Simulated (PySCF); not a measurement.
Core-level binding energies of Si(CCH)2H2

Species: Si(CCH)2H2, C₄H₄Si.
Cartesian coordinates in Å at the PBE0-D3(BJ)/def2-SVP level; atoms count from 1:
```
atom  x, y, z in Å
Si1   -0.7758   -0.0133   -0.5367
C2    -0.7361   -0.0241    1.2955
C3    -0.7278   -0.0380    2.5117
H4    -0.7210   -0.0484    3.5875
C5     0.9334    0.0110   -1.1964
C6     2.0678    0.0305   -1.6350
H7     3.0708    0.0482   -2.0238
H8    -1.5022    1.1996   -1.0066
H9    -1.4762   -1.2349   -1.0218
```

Level of theory: delta-SCF UKS SCAN, pcX-2 on the ionised atom, pcseg-1 elsewhere, spin-free X2C (PySCF 2.14.0). Each binding energy is the total energy of the core-ionised species, with the hole localised on one atom, minus that of the ground state; both are solved self-consistently, so orbital relaxation is included.

Q: Give the core binding energies atom by atom.

A: 
| atom(s) | bonded to | level | binding energy (eV) | 2p1/2 (eV) | above the level's lowest (eV) | count |
| --- | --- | --- | --- | --- | --- | --- |
| Si1 | 2 C and 2 H | Si 1s | 1847.43 | – | 0.00 | 1 |
| C3/C6 | C and H | C 1s | 290.68 | – | +0.25 | 2 |
| C2/C5 | C and Si | C 1s | 290.43 | – | 0.00 | 2 |
| Si1 | 2 C and 2 H | Si 2p3/2 | 107.49 | 108.12 | 0.00 | 1 |

The listed C 1s values span 0.25 eV, from C2/C5 (bonded to C and Si) to C3/C6 (bonded to C and H).

Q: Which photon energy gives electrons from Si 2p3/2 of Si1 a kinetic energy of 20 eV, and what is their de Broglie wavelength?

A: hν = 107.49 + 20 = 127.49 eV, recoil neglected; λ = 12.264 Å/√(E/eV) = 2.74 Å.

Q: Which photon wavelength matches the Si 2p3/2 of Si1 threshold?

A: λ = hc/E = 12398.42 eV Å / 107.49 eV = 115.345 Å.

Atoms equivalent by their bonding share one computed value, that of the first of them. The unrestricted hole states depart most from a pure doublet (⟨S²⟩ = 0.75; over 0.85 named) for C 1s of C2/C5 (0.86) and C 1s of C3/C6 (0.86), which makes these values less certain. 2p3/2 and 2p1/2 are the ΔSCF energy of one spin-free 2p hole plus the eigenvalues of a spin–orbit and ligand-field matrix of the shell. 2p1/2 minus 2p3/2 (ligand field included): Si 0.62 eV. Isolated species at its PBE0-D3(BJ)/def2-SVP geometry, gas phase.
